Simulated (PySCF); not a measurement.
TDDFT excited states: C3H6O2SSi

C3H6O2SSi.
SMILES: `C=C(S[SiH3])C(=O)O`

The calculation used TDDFT wB97X-D/def2-SVPD, vertical, gas phase, core orbitals frozen in the response (PySCF 2.14.0, density-fitted response routines). Isolated species at its GFN2-xTB geometry (one conformer only). Torsions of this conformer, `[CH2:1]=[C:2]([S:3][SiH3:4])[C:5](=[O:6])[OH:7]`: C1–C2–S3–Si4 -179°, C1–C2–C5–O6 180°, H–O7–C5–C2 180°.

```tsv
state	E (eV)	E (kJ/mol)	λ (nm)	f	symmetry	main configurations (H = HOMO, L = LUMO)
S1	4.23	409	292.8	0.115	A′	H→L (98%)
S2	5.31	513	233.4	0.0000	–	H-1→L (74%), H-5→L (19%)
S3	5.87	566	211.3	0.0033	A″	H→L+1 (46%), H→L+2 (22%), H→L+4 (9%)
S4	5.96	575	207.9	0.0010	–	H-2→L (95%)
S5	6.27	605	197.6	0.0025	A″	H→L+3 (62%), H→L+1 (11%), H→L+4 (9%)
S6	6.80	656	182.3	0.074	A′	H→L+5 (52%), H-3→L (38%)
S7	6.87	663	180.4	0.0007	–	H→L+2 (46%), H→L+4 (18%), H→L+1 (11%)
S8	7.14	689	173.7	0.175	A′	H-3→L (52%), H→L+5 (39%)
```

Triplets, Tamm–Dancoff:

| state | E (eV) | λ (nm) | main configurations (H = HOMO, L = LUMO) |
| --- | --- | --- | --- |
| T1 | 2.86 | 433.4 | H→L (89%) |
| T2 | 4.98 | 249.0 | H-1→L (69%), H-5→L (24%) |
| T3 | 5.54 | 223.9 | H-3→L (62%), H-4→L (23%) |

The lowest singlet comes at 293 nm (409 kJ/mol) in the ultraviolet; it is of moderate strength; its leading configuration is HOMO→LUMO (98%). The most intense listed level is S8 at 7.14 eV (174 nm, f = 0.175), 2.90 eV above S1. It is the last of those listed, so stronger ones may follow. Löwdin shares by element: HOMO sulfur 52%, carbon 33% or more, silicon 7%; LUMO carbon 63%, oxygen 16% or more (atoms not listed hold the other 20%). Weighted by f, the mean energy of these states is 6.15 eV. Of the 8 states listed, 3 reach f = 0.01 and 1 stays under 0.0005. The listed states span 2.90 eV, and the widest gap between neighbours is 1.08 eV (S1 to S2). Symmetry labels in Cs follow from the direction of the transition dipole and are given only for states with f of 0.002 or more. Only the lowest 8 singlets were computed, as vertical energies without vibronic structure.
